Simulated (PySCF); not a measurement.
An equivalent PySCF input for Cl⁻ (chlorine, charge -1), [Ar], closed-shell 1S, with the spin-free X2C one-electron Hamiltonian (Gaussian nucleus):

```python
from pyscf import gto, scf, dft, mp, cc
import basis_set_exchange as bse
mol = gto.M(atom="Cl 0 0 0", charge=-1, spin=0, symmetry="D2h",
            basis=gto.basis.parse(bse.get_basis("aug-cc-pCVTZ-DK", elements=["Cl"], fmt="nwchem", augment_diffuse=1)),
            nucmod="G")
mf = dft.UKS(mol, xc="HYB_GGA_XC_B97_3").sfx2c1e()
mf.irrep_nelec = {'Ag': (3, 3), 'B1u': (2, 2), 'B2u': (2, 2), 'B3u': (2, 2)}
mf.kernel()
```

It reaches the same state as the run whose output follows, with an energy that differs only through the grid. The run itself started from symmetry-adapted Hartree-Fock orbitals and held the occupation by maximum overlap, on a logarithmic radial grid, so the iterations belong to that start.

```
SCF conv_tol = 1e-09
number electrons alpha = 9  beta = 9
XC functionals = HYB_GGA_XC_B97_3
    T. W. Keal and D. J. Tozer.,  J. Chem. Phys. 123, 121103 (2005)
cycle= 1 E= -461.654623545045  delta_E= -0.00509  |g|= 0.0135  |ddm|= 0.181
cycle= 2 E= -461.65460982263  delta_E= 1.37e-05  |g|= 0.0162  |ddm|= 0.0363
cycle= 3 E= -461.654734469314  delta_E= -0.000125  |g|= 0.000819  |ddm|= 0.0234
cycle= 4 E= -461.654734740392  delta_E= -2.71e-07  |g|= 0.000123  |ddm|= 0.0031
cycle= 5 E= -461.654734759289  delta_E= -1.89e-08  |g|= 3.91e-05  |ddm|= 0.000633
cycle= 6 E= -461.654734760209  delta_E= -9.2e-10  |g|= 1.34e-06  |ddm|= 0.000162
converged SCF energy = -461.654734760209  <S^2> = 1.2434498e-14  2S+1 = 1
```
